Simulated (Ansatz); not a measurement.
Frontier orbitals of CH7BN2O.

```
atom   x (Å)   y (Å)   z (Å)
  B1  -0.395  -0.422   0.569
  C2   0.077   0.794  -0.389
  N3   0.585  -1.586   0.042
  N4  -0.513   1.998  -0.289
  O5   0.987   0.615  -1.214
  H6  -0.167  -0.200   1.737
  H7  -1.547  -0.742   0.376
  H8   1.216  -1.942   0.748
  H9   0.102  -2.366  -0.385
 H10  -0.215   2.754  -0.883
 H11  -1.249   2.151   0.375
 H12   1.120  -1.053  -0.687
```

Charge 0, multiplicity 1. The bonds changed during the relaxation, so this is another structure than the one it started from. Geometry: relaxed with PBE0-D4/def2-TZVP. It is one conformer, not always the lowest. Basis def2-TZVPP, Ansatz 0.2.0.

| functional | HOMO (eV) | LUMO (eV) | gap (eV) |
| --- | --- | --- | --- |
| PBE | -5.28 | -0.34 | 4.94 |
| r2SCAN | -5.53 | 0.31 | 5.84 |
| B97M-V | -5.67 | -0.13 | 5.54 |
| PBE0 | -6.77 | 0.47 | 7.24 |
| B3LYP | -6.55 | 0.11 | 6.66 |
| HSE06 (plane-wave form) | -6.36 | 0.11 | 6.47 |
| ωB97M-V | -9.15 | 1.79 | 10.94 |

Against PBE, PBE0 changes HOMO and LUMO by −1.49 and +0.81 eV, ωB97M-V by −3.87 and +2.13 eV. A gap of 4.94 eV thus becomes 10.95 eV for the same molecule, so an orbital gap means little without its functional. A positive LUMO is unbound and depends on the basis.

B3LYP here is the variant with VWN-RPA as its local correlation; programs differ in this.
